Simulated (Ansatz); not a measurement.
Species: C$_{3}$H$_{14}$Si$_{3}$, net charge 0, singlet state. 
Geometry from a B3LYP-D3(BJ)/def2-TZVP (Ansatz, a first-principles code) optimisation:
```xyz
20

C      3.7056     0.1041     0.4163
C      2.3614     0.2392    -0.2951
C      1.2221    -0.4736     0.4433
Si    -0.4583    -0.3703    -0.4235
Si    -2.1063    -1.4820     0.8197
Si    -1.1111     1.8618    -0.7308
H      4.4983     0.6215    -0.1279
H      3.9938    -0.9454     0.5110
H      3.6589     0.5264     1.4228
H      2.4443    -0.1607    -1.3102
H      2.1171     1.2994    -0.4094
H      1.1140    -0.0585     1.4508
H      1.4703    -1.5316     0.5776
H     -0.3667    -1.0151    -1.7631
H     -2.2703    -0.8279     2.1428
H     -1.7379    -2.9021     1.0512
H     -3.4129    -1.4442     0.1176
H     -0.1790     2.5942    -1.6247
H     -2.4715     1.9315    -1.3194
H     -1.1349     2.5609     0.5795
```

Property: atomisation energy (electronic, to ground-state atoms), in kcal/mol. Cores are frozen in the correlated levels unless marked. UHF or UKS for open shells. No spin-orbit coupling. Non-relativistic. The coupled-cluster limit lacks core correlation, which all-electron functionals hold. Basis-set limits of correlation are two-point, X^-3; Hartree-Fock from the larger set. The bracket is a focal-point correction in the basis named.

| level | program | atomisation energy (kcal/mol) |
|---|---|---|
| revPBE-D4/def2-TZVPD | Ansatz + dftd4 | 1615.8 |
| PBE0/def2-TZVP | Ansatz | 1624.0 |

**Question.** Estimate the value at RI-MP2/CBS(aug-cc-pV(T+d)Z,aug-cc-pV(Q+d)Z)+[CCSD(T)-MP2]/aug-cc-pV(T+d)Z as computed with Ansatz.

**Answer.** 1640.0 kcal/mol, so PBE0/def2-TZVP differs from it by -16.0 kcal/mol.
